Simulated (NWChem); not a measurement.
System: CH$_{4}$Se$_{2}$; SMILES C[Se][SeH]

Here is an NWChem input.

```
start job
memory heap 200 mb stack 900 mb global 1100 mb
geometry units angstroms noautoz
  Se    -0.444438    -0.936826     0.024421
  C      1.387129    -1.661942     0.010910
  H      1.278081    -2.761071     0.107936
  H      1.960136    -1.268016     0.869784
  H      1.893868    -1.420714    -0.941432
  Se     0.007535     1.366081     0.040601
  H      0.094699     1.554049    -1.438937
end
basis spherical
  * library def2-svp
end
dft
  xc m06-2x
  grid xfine
  iterations 150
  mulliken
end
task dft gradient
```

Parts of the log:

```
             Northwest Computational Chemistry Package (NWChem) 7.3.0
             --------------------------------------------------------

 C1  symmetry detected

                             Geometry "geometry" -> ""
                             -------------------------

 Output coordinates in angstroms (scale by  1.889725989 to convert to a.u.)

  No.       Tag          Charge          X              Y              Z
 ---- ---------------- ---------- -------------- -------------- --------------
    1 Se                  34.0000    -0.43609499    -0.94237129     0.00799351
    2 C                    6.0000     1.38908863    -1.68351381     0.01309017
    3 H                    1.0000     1.26940261    -2.78171167     0.10809957
    4 H                    1.0000     1.95649423    -1.29522909     0.87822896
    5 H                    1.0000     1.90787346    -1.44607384    -0.93370189
    6 Se                  34.0000     0.03584631     1.35647116     0.03072708
    7 H                    1.0000     0.14015289     1.54470168    -1.44766787

 Effective nuclear repulsion energy (a.u.)     412.5528679735

                                 NWChem DFT Module
                                 -----------------

 Summary of "ao basis" -> "ao basis" (spherical)
 ------------------------------------------------------------------------------
       Tag                 Description            Shells   Functions and Types
 ---------------- ------------------------------  ------  ---------------------
 Se                         def2-svp                12       32   5s4p3d
 C                          def2-svp                 6       14   3s2p1d
 H                          def2-svp                 3        5   2s1p

            General Information
            -------------------
          SCF calculation type: DFT
          Wavefunction type:  closed shell.
          No. of atoms     :     7
          No. of electrons :    78
           Alpha electrons :    39
            Beta electrons :    39
          Charge           :     0
          Spin multiplicity:     1
          Use of symmetry is: off; symmetry adaption is: off
          Maximum number of iterations: 150
          AO basis - number of functions:    98
                     number of shells:    42
          Convergence on energy requested:  1.00D-06
          Convergence on density requested:  1.00D-05
          Convergence on gradient requested:  5.00D-04

              XC Information
              --------------
                       M06-2X Method XC Functional
                     Hartree-Fock (Exact) Exchange  0.540
                        M06-2X Exchange Functional  1.000
                      M06-2X Correlation Potential  1.000

             Grid Information
             ----------------
          Grid used for XC integration:  xfine
          Radial quadrature: Mura-Knowles
          Angular quadrature: Lebedev.
          Tag              B.-S. Rad. Rad. Pts. Rad. Cut. Ang. Pts.
          ---              ---------- --------- --------- ---------
          Se                  1.15      160          12.0      1454
          C                   0.70      100          11.0      1454
          H                   0.35      100          12.0      1202
          Grid pruning is: on
          Number of quadrature shells:   820
          Spatial weights used:  Erf1

      Superposition of Atomic Density Guess
      -------------------------------------

 Sum of atomic energies:       -4838.64549704

      Non-variational initial energy
      ------------------------------

 Total energy =   -4839.580552
 1-e energy   =   -7562.198024
 2-e energy   =    2310.064605
 HOMO         =      -0.247380
 LUMO         =      -0.018843

     ---------------------------------------------
      Total Density - Mulliken Population Analysis
     ---------------------------------------------

    Atom       Charge   Shell Charges
 -----------   ------   -------------------------------------------------------
    1 Se  34    34.06   2.00  2.00  2.00  1.33  0.56  6.00  5.98  1.80  2.32  8.20  1.75  0.12
    2 C    6     6.28   1.99  0.95  0.28  1.93  1.12  0.02
    3 H    1     0.88   0.66  0.20  0.02
    4 H    1     0.89   0.67  0.19  0.02
    5 H    1     0.89   0.67  0.19  0.02
    6 Se  34    34.16   2.00  2.00  2.00  1.33  0.54  6.00  5.98  1.84  2.43  8.20  1.75  0.09
    7 H    1     0.84   0.58  0.24  0.02

   convergence    iter        energy       DeltaE   RMS-Dens  Diis-err
 ---------------- ----- ----------------- --------- --------- ---------
 d= 0,ls=0.0,diis     1  -4843.0135488464 -5.26D+03  4.75D-03  2.23D-01
 d= 0,ls=0.0,diis     2  -4843.0319866913 -1.84D-02  1.97D-03  2.99D-02
 d= 0,ls=0.0,diis     3  -4843.0348680798 -2.88D-03  6.56D-04  7.26D-03
 d= 0,ls=0.0,diis     4  -4843.0358433631 -9.75D-04  1.60D-04  3.71D-04
 d= 0,ls=0.0,diis     5  -4843.0358951516 -5.18D-05  4.12D-05  8.99D-06
  Resetting Diis
 d= 0,ls=0.0,diis     6  -4843.0358965262 -1.37D-06  1.17D-05  6.59D-07
 d= 0,ls=0.0,diis     7  -4843.0358966206 -9.44D-08  3.42D-06  3.52D-08

         Total DFT energy =    -4843.035896620605
      One electron energy =    -7564.787934185609
           Coulomb energy =     2490.568139267938
    Exchange-Corr. energy =     -181.368969676427
 Nuclear repulsion energy =      412.552867973492

 Numeric. integr. density =       78.000000384657

                       DFT Final Molecular Orbital Analysis
                       ------------------------------------

 Vector   37  Occ=2.000000D+00  E=-3.682135D-01
              MO Center= -1.5D-01,  3.8D-04,  5.0D-02, r^2= 3.8D+00
   Bfn.  Coefficient  Atom+Function         Bfn.  Coefficient  Atom+Function
  ----- ------------  ---------------      ----- ------------  ---------------
    77      0.324197  6 Se py                74      0.322239  6 Se py
    13     -0.247141  1 Se py                15     -0.242186  1 Se px
    16     -0.240600  1 Se py                12     -0.233083  1 Se px
    71     -0.206172  6 Se py                 4      0.190592  1 Se s
    10      0.158291  1 Se py                 5      0.157286  1 Se s

 Vector   38  Occ=2.000000D+00  E=-2.959814D-01
              MO Center=  4.6D-02,  9.6D-01,  1.7D-02, r^2= 2.8D+00
   Bfn.  Coefficient  Atom+Function         Bfn.  Coefficient  Atom+Function
  ----- ------------  ---------------      ----- ------------  ---------------
    76      0.591027  6 Se px                73      0.467979  6 Se px
    70     -0.298291  6 Se px                35     -0.149812  2 C  s
    36      0.128917  2 C  px                 5      0.126434  1 Se s
    12     -0.120663  1 Se px                17      0.103536  1 Se pz
    39      0.100301  2 C  px                67      0.096639  6 Se px

 Vector   39  Occ=2.000000D+00  E=-2.840284D-01
              MO Center= -2.6D-01, -7.1D-01, -4.4D-02, r^2= 2.6D+00
   Bfn.  Coefficient  Atom+Function         Bfn.  Coefficient  Atom+Function
  ----- ------------  ---------------      ----- ------------  ---------------
    17      0.613948  1 Se pz                14      0.480740  1 Se pz
    11     -0.305460  1 Se pz                94      0.135767  7 H  s
    66     -0.115693  6 Se s                 95      0.113420  7 H  s
    76     -0.106824  6 Se px                57      0.105292  5 H  s
    52     -0.103003  4 H  s                  8      0.098923  1 Se pz

 Vector   40  Occ=0.000000D+00  E=-1.731484D-02
              MO Center= -1.6D-01,  1.7D-01,  7.1D-03, r^2= 4.1D+00
   Bfn.  Coefficient  Atom+Function         Bfn.  Coefficient  Atom+Function
  ----- ------------  ---------------      ----- ------------  ---------------
    16      0.819891  1 Se py                77      0.795934  6 Se py
    66     -0.348110  6 Se s                 13      0.345549  1 Se py
    74      0.320838  6 Se py                 5      0.318931  1 Se s
     4      0.248699  1 Se s                 10     -0.227771  1 Se py
    65     -0.223647  6 Se s                 71     -0.213762  6 Se py

 Vector   41  Occ=0.000000D+00  E= 4.986675D-02
              MO Center=  1.7D-01,  1.2D+00, -7.9D-01, r^2= 3.9D+00
   Bfn.  Coefficient  Atom+Function         Bfn.  Coefficient  Atom+Function
  ----- ------------  ---------------      ----- ------------  ---------------
    95      1.302773  7 H  s                 78      0.977874  6 Se pz
    66     -0.753739  6 Se s                 35     -0.696104  2 C  s
     5      0.368927  1 Se s                 53      0.322487  4 H  s
    15      0.284345  1 Se px                65     -0.269873  6 Se s
    94      0.270110  7 H  s                 75      0.257997  6 Se pz

[...]

                         DFT ENERGY GRADIENTS

    atom               coordinates                        gradient
                 x          y          z           x          y          z
   1 Se     -0.824100  -1.780824   0.015106   -0.005598  -0.001878   0.000424
   2 C       2.624997  -3.181380   0.024737   -0.001490   0.000552  -0.000053
   3 H       2.398823  -5.256673   0.204279   -0.000412  -0.006769   0.000622
   4 H       3.697238  -2.447628   1.659612    0.003833   0.001928   0.005023
   5 H       3.605358  -2.732683  -1.764441    0.003557   0.001041  -0.005623
   6 Se      0.067740   2.563359   0.058066   -0.000668   0.003372   0.007581
   7 H       0.264851   2.919063  -2.735696    0.000778   0.001753  -0.007974
```

Level: M06-2X/def2-SVP. Coordinates come from a PBE-D3(BJ)/def2-SVP optimisation.
